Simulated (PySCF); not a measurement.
Structure problem from calculated spectra and properties.

Elements present: C, H, N, O and Si. Monoisotopic mass: 119.0403 u.

* 13C NMR: chemical shifts (computed TMS as zero) by class: 163.6 (1 C), 33.9 (1 C), 21.5 (1 C) ppm [GIAO KT3/pcSseg-1]
* Valence photoelectron: vertical ionisation energy: 9.42 eV [ΔSCF CAM-B3LYP/def2-SVPD]
* Rotational structure: rotational constants A, B, C: 5.240, 1.071, 0.944 GHz [PBE0-D3(BJ)/def2-SVP]
* UV, first state: lowest singlet excitation: 5.83 eV (213 nm, f = 0.001) [TDDFT CAM-B3LYP/def2-SVPD]
* UV, strongest line: among the 10 lowest singlet transitions: S3 at 7.37 eV (168 nm, f = 0.080) [TDDFT CAM-B3LYP/def2-SVPD]
* 1H NMR: chemical shifts (computed TMS as zero) by class: 4.83 (2 H), 2.80 (3 H), 1.90 (3 H), 0.69 (1 H) ppm [GIAO KT3/pcSseg-1]

Electronic properties: PySCF, gas phase, density fitting. Levels stand in brackets. Isolated species at its PBE0-D3(BJ)/def2-SVP geometry (one conformer only). NMR values are class means; diastereotopic atoms form classes of their own.

Task: Which formula fits the mass and the elements?

Result: C3H9NO2Si (calculated 119.0403). No other formula that holds each of these elements comes within 0.0003 u with a fitting electron parity and a possible valence count.

Task: Give a SMILES that accounts for the data.

Result: Numbering: `[CH3:1][NH:2][SiH2:3][O:4][C:5]([CH3:6])=[O:7]`. Its formula, C3H9NO2Si, gives 1 degree of unsaturation: 0 rings and 1 π bond in the structure found. 3 carbons fall into 3 classes; from least to most shielded: carbonyl carbon [C5] (163.6 ppm), N-methyl carbon [C1] (33.9 ppm), methyl carbon next to a carbonyl [C6] (21.5 ppm). Hydrogen classes from least to most shielded: 2 H on an oxygen-bound silicon, Si3 (4.83 ppm), 3 H on an N-methyl carbon, C1 (2.80 ppm), 3 H on a methyl carbon next to a carbonyl, C6 (1.90 ppm, a mean of values up to 0.6 ppm apart in this geometry), 1 H on a silicon-bound nitrogen, N2 (0.69 ppm). The first electron is taken from the HOMO, whose largest Löwdin shares are 0.56 on the silicon-bound nitrogen, 0.12 on the N-methyl carbon, 0.07 on the oxygen-bound silicon and 0.06 on a methyl hydrogen. The optimised geometry has point group C1 and is an asymmetric top. Structure: `CN[SiH2]OC(C)=O`. Computed isomers that give other values at the same levels: `NC[SiH]1OCCO1` (lowest singlet excitation: 6.25 eV (198 nm, f = 0.010)). The assignments are read from this structure; whether some other isomer fits the data as well wasn't checked.

Shape of the structure used: `[CH3:1][NH:2][SiH2:3][O:4][C:5]([CH3:6])=[O:7]`: C1–N2–Si3–O4 73°, N2–Si3–O4–C5 180°, Si3–O4–C5–C6 179°.
